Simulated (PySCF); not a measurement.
**Excitation energy of Cl²⁺ by level of theory**

Cl²⁺ [Ne] 3s2 3p3 (4S) → Cl²⁺ [Ne] 3s1 3p4, s spin flipped, as a difference of total energies. All numbers are calculated (PySCF 2.14, scalar relativity by spin-free X2C-1e, in x2c-QZVPPall with one added diffuse shell each of s, p, d, f type (10s7p5d3f1g, 86 functions)). Correlated levels: valence: [Ne] frozen; valence and next inner shell: 1s2 frozen. The calculations carry no spin-orbit coupling.

```
                                method  excitation energy (cm⁻¹)
                                   UHF                    163250
                                   LDA                    124420
                                   PBE                    126410
                                  PBE0                    135160
                                r2SCAN                    135760
                                   M06                    134310
                               LC-wPBE                    134780
                                B2PLYP                    135920
                             BHandHLYP                    142030
                         MP2 (valence)                    145010
                     SCS-MP2 (valence)                    141480
    MP2 (valence and next inner shell)                    143810
SCS-MP2 (valence and next inner shell)                    140560
```

The upper determinant mixes two multiplicities, so it lies between the two terms.
